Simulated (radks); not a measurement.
Problem. Successive ionisation energies (eV) of one element, from differences of total energies of ions in their ground configurations, starting at charge 2: 31.202, 42.617, 68.536, 82.351, 155.22, 188.11, 222.96, 259.67, 298.17. Method: Dirac Kohn-Sham, PBEsol, spin-unpolarised, spherical densities, finite nucleus; open shells fill j = l - 1/2 first; Fermi nuclear charge, rms radius 4.14 fm; computed with a radial shooting solver on a logarithmic mesh with Libxc functionals. Which element is it?

Solution. Selenium (Z = 34). The first species listed is Se2+ in [Ar] 3d10 4s2 4p2, the last Se10+ in [Ar] 3d6.
